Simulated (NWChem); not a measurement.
Molecule: InH$_{3}$Se; SMILES [InH2][SeH]

Results from NWChem. This build's default masses of Se (78.918 u) and Br (79.917 u) are each other's, which moves their modes by up to 0.6 %. def2 effective core potentials on In; no spin-orbit coupling. Each level has its own optimisation; frequencies are unscaled.

For level BLYP/def2-SVP (core potentials):

```yaml
lowest (cm⁻¹): 221
```

Q: What are these values for level Hartree-Fock/3-21G (all-electron, non-relativistic)?

A: The lowest (cm⁻¹) is 237.
